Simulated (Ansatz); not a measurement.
A run for Ansatz (a first-principles code): U-SVWN5/def2-TZVPP on WH, 2S+1 = 6, a spin state set in the input, which need not be the lowest, a point of a bond scan (R = 1.719 Å). Elements past Kr take the def2 small-core potentials; no spin–orbit coupling.

Ansatz 0.2 input:
```yaml
crystal:
  periodic: [false, false, false]
  atoms:
    - {symbol: W, position_ang: [0.00000000, 0.00000000, 0.00000000]}
    - {symbol: H, position_ang: [0.00000000, 0.00000000, 1.71860000]}
basis:
  gaussian:
    orbitals: def2-TZVPP
    pivot_positions_ang: [[0.00000000, 0.00000000, 0.00000000], [0.00000000, 0.00000000, 1.71860000]]
hamiltonian:
  xc: {name: SVWN5}
magnetization: {spin_polarized: true, initial_magnetization: 5}
output: {forces: true, orbitals: {seedname: ./end}}
```

Output:

```
WARN ansatz: RAYON_NUM_THREADS=1 ignored (pool sized by the plan → 1); use --threads N
Functional definition: SVWN5
integrals: 0.01 GiB planned
394 factors; their error is unknown
mean field: 0.16 GiB planned
mean field evaluation 1: about -1831.8218 eV, gradient 1.8e1 eV
mean field evaluation 2: about -1827.6944 eV, gradient 3.2e1 eV
mean field evaluation 4: about -1833.7428 eV, gradient 3.2e0 eV
mean field evaluation 8: about -1833.8008 eV, gradient 3.9e-2 eV
mean field evaluation 16: about -1831.1264 eV, gradient 8.5e0 eV
mean field -1833.80081967 eV, -67.3909371279 hartree, gradient 1.6e-5 eV, S^2 8.762123; 0 other end points of the search recorded, 0 dependent functions left out
the calculation of the forces begins
reference -1833.80085035 eV, -67.3909382556 hartree; 10, 5 occupied and 60, 65 virtual orbitals, 394 factors
Total energy: -1833.80085035 eV, -67.3909382556 hartree
Atom 0 at     0.000000     0.000000     0.000000 Å, force     0.000000    -0.000000     0.139742 eV/Å
Atom 1 at     0.000000     0.000000     1.718600 Å, force    -0.000000     0.000000    -0.139742 eV/Å
Dipole moment:     0.000000     0.000000    -0.352155 e Å
```

Self-consistency was reached.

Cost: roughly 1.2 core-seconds.
